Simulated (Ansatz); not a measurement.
```yaml
crystal:
  periodic: [false, false, false]
  atoms:
    - {symbol: F, position_ang: [-1.324028, -1.419380, 0.175792]}
    - {symbol: C, position_ang: [-0.533229, -0.398300, -0.379627]}
    - {symbol: Si, position_ang: [1.297455, -0.794460, -0.099758]}
    - {symbol: Al, position_ang: [-1.097123, 1.344489, 0.322424]}
    - {symbol: F, position_ang: [-0.447796, 2.688621, -0.361585]}
    - {symbol: Cl, position_ang: [-2.430518, 1.554899, 1.897305]}
    - {symbol: H, position_ang: [-0.701541, -0.397383, -1.466581]}
    - {symbol: H, position_ang: [1.633647, -2.135691, -0.639882]}
    - {symbol: H, position_ang: [1.605510, -0.752833, 1.353524]}
    - {symbol: H, position_ang: [2.080724, 0.258837, -0.798412]}
basis:
  gaussian: {orbitals: cc-pVTZ}
hamiltonian: {xc: {name: wPBEh}}
output: {forces: true}
```

```sh
$ ansatz run in.yaml --threads 4 --pin off --events-out ev --progress --plain --max-ram 10444MiB
```

Shortened log:

```
Functional definition: wPBEh
1573 factors; their error is unknown
123 factors; integrals over basis functions are off by at most 4.9e-7 eV
mean field evaluation 1: about -33520.0638 eV, gradient 5.2e1 eV
mean field evaluation 2: about -33514.4413 eV, gradient 7.9e1 eV
mean field evaluation 4: about -33524.9762 eV, gradient 3.6e0 eV
mean field evaluation 8: about -33525.0086 eV, gradient 9.0e-2 eV
mean field evaluation 16: about -33525.1309 eV, gradient 1.2e-4 eV
mean field -33525.13085651 eV, -1232.0258348268 hartree, gradient 3.3e-5 eV, S^2 0.000000; 0 other end points of the search recorded, 0 dependent functions left out
reference -33525.13090678 eV, -1232.0258366743 hartree; 36, 36 occupied and 212, 212 virtual orbitals, 1573 factors
Total energy: -33525.13090678 eV, -1232.0258366743 hartree
Atom 0 at    -1.324028    -1.419380     0.175792 Å, force    -0.007158    -0.015504     0.014640 eV/Å
Atom 1 at    -0.533229    -0.398300    -0.379627 Å, force    -0.065081    -0.000362    -0.096464 eV/Å
Atom 2 at     1.297455    -0.794460    -0.099758 Å, force     0.035826    -0.011181     0.002145 eV/Å
Atom 3 at    -1.097123     1.344489     0.322424 Å, force    -0.063413    -0.309681     0.057827 eV/Å
Atom 4 at    -0.447796     2.688621    -0.361585 Å, force     0.142557     0.321709    -0.152556 eV/Å
Atom 5 at    -2.430518     1.554899     1.897305 Å, force    -0.107465     0.033537     0.122325 eV/Å
Atom 6 at    -0.701541    -0.397383    -1.466581 Å, force     0.007018    -0.001253     0.042263 eV/Å
Atom 7 at     1.633647    -2.135691    -0.639882 Å, force     0.013772    -0.037446    -0.012325 eV/Å
Atom 8 at     1.605510    -0.752833     1.353524 Å, force     0.014271    -0.002502     0.038251 eV/Å
Atom 9 at     2.080724     0.258837    -0.798412 Å, force     0.029674     0.022682    -0.016107 eV/Å
Dipole moment:     0.176298    -0.118345    -0.239192 e Å
```

Run time 4.7 s (4 threads of an Arm Neoverse V2 on a shared host); peak host memory 0.86 GiB.
